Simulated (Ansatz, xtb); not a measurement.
Two isomers of C4H7BF2Se

Structure a is `FB(F)[C@@H]1CC[Se]C1`, a singlet and structure b is `C/C=C(\C[SeH])B(F)F`, a singlet. Both are isolated molecules in the gas phase, relaxed with B3LYP/def2-SVP; each stands in its lowest conformer found.

Quicker runs give these differences E(b) − E(a): GFN2-xTB +0.795 eV; HF/STO-3G +1.978 eV (at GFN2-xTB geometries); r2SCAN-D4/def2-SVP +0.574 eV (at GFN2-xTB geometries).

Q: Estimate E(b) − E(a) at the level CCSD(T)/def2-SVP + ΔMP2/def2-TZVPP.

A: Calculated at CCSD(T)/def2-SVP + ΔMP2/def2-TZVPP: E(b) − E(a) = +0.588 eV, so structure a lies lower.

Level by level:

```
                             level        geometry  E(b) − E(a) (eV)  departure from the last row (eV)  job, with rough time for the two
                          GFN2-xTB        GFN2-xTB              +0.795                            +0.207              optimisation, 0.19 s
                         HF/STO-3G        GFN2-xTB              +1.978                            +1.390              single point, 0.56 s
                r2SCAN-D4/def2-SVP        GFN2-xTB              +0.574                            −0.014               single point, 4.9 s
                    B3LYP/def2-SVP  B3LYP/def2-SVP              +0.384                            −0.203             optimisation, 2.4 min
                       HF/def2-SVP  B3LYP/def2-SVP              +0.333                            −0.254           part of the CCSD(T) run
                      MP2/def2-SVP  B3LYP/def2-SVP              +0.605                            +0.017           part of the CCSD(T) run
                  CCSD(T)/def2-SVP  B3LYP/def2-SVP              +0.485                            −0.102                      single point
CCSD(T)/def2-SVP + ΔMP2/def2-TZVPP  B3LYP/def2-SVP              +0.588                                               single point, 3.1 min
```

As drawn, b has 1 C=C, 1 Se–H in place of 1 C–C, 1 C–Se, 1 C–H. Structure a has a 5-membered ring, b no ring.

None of the levels shown reverses the order. The largest departure from CCSD(T)/def2-SVP + ΔMP2/def2-TZVPP is that of HF/STO-3G, 1.390 eV. The last row adds to CCSD(T) the change of the MP2 difference between the two basis sets, here +0.102 eV.

With thermal terms from frequencies at re-optimised GFN2-xTB minima (ideal gas, soft modes damped towards free rotors, one conformer each, 298.15 K, 1 atm): the zero-point term adds −0.173 eV; ΔH is +0.460 and ΔG +0.363 eV.

The correlated steps freeze 16 core orbitals; the filled d shell of Se is correlated, in a basis made for valence electrons. Mirror images aren't counted in ΔG. Programs: Ansatz 0.2.0, xtb 6.7.1; the last row on 4 threads of Arm Neoverse V2 on a shared host.
